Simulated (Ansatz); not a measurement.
`FC1N[CH2][AlH][S]1` → Al• + 2 C• + F• + 5 H• + N• + S•  (atomization)

Gas-phase electronic energies from Ansatz, PBE0-D4/def2-TZVP geometries. CBS: MP2 limit from def2 TZ/QZ plus the TZ coupled-cluster correction, frozen cores. This one scheme is used for every species, atoms too. Functionals use def2-TZVPP. Open shells (•) are unrestricted, without spin–orbit coupling. Spin–orbit coupling would lower the free atoms: a little for Al, C, F, S.

`FC1N[CH2][AlH][S]1`:

Cartesian coordinates in Å:
```
F 1.552 1.448 -0.147
C 0.171 1.355 0.113
N -0.476 0.475 -0.766
C -0.174 -0.947 -0.647
Al -0.095 -1.197 1.300
S -0.013 0.894 1.878
H -0.216 2.367 -0.013
H -0.443 0.829 -1.713
H 0.768 -1.236 -1.135
H -0.972 -1.530 -1.115
H -0.101 -2.457 2.246
```

| species | r2SCANh energy (Eh) |
| --- | --- |
| `FC1N[CH2][AlH][S]1` | -874.39422 |
| Al• | -242.32957 |
| C• | -37.83336 |
| F• | -99.72490 |
| H• | -0.49990 |
| N• | -54.58116 |
| S• | -398.08357 |

Work out ΔE.

ΔE = 5 × (-0.49990) + 2 × (-37.83336) + (-242.32957) + (-99.72490) + (-54.58116) + (-398.08357) − (-874.39422) = 1.50880 Eh = +946.8 kcal/mol. CCSD(T)/CBS gives +950.9 kcal/mol.

What do rigid-rotor, harmonic-oscillator terms from PBE0-D4/def2-TZVP frequencies (298.15 K, 1 bar) make of the CCSD(T)/CBS value? (Best estimate.)

Computed: ΔZPE = -45.8 kcal/mol, ΔH = +916.6 kcal/mol, ΔS = 1198 J/(mol·K), ΔG = +831.2 kcal/mol. Open shells count their whole term as degenerate.

Largest T1 diagnostic among the species: 0.018.

From r2SCAN to r2SCAN0 (25 % exact exchange), in def2-TZVPP and without D4, ΔE moves by −19.7 kcal/mol: exact exchange takes away binding that semilocal exchange gives to molecules. In def2-TZVPP, CCSD(T) changes the Hartree–Fock value by +265.5 kcal/mol (the triples alone add +18.9 kcal/mol) and MP2 by +288.9 kcal/mol; breaking electron pairs costs correlation energy, which Hartree–Fock lacks. At CCSD(T), def2-SVP lies −59.1 kcal/mol from the extrapolated value and def2-TZVPP −30.2 kcal/mol: correlation converges slowly with the basis, and small sets miss more of it in the bonded molecule than in its fragments.

For atomizations the MP2-based limit and the directly extrapolated one differ by several kJ/mol either way, and by 10 to 25 for some Ge, Se and Sn compounds, so smaller differences from it don't rank the levels.
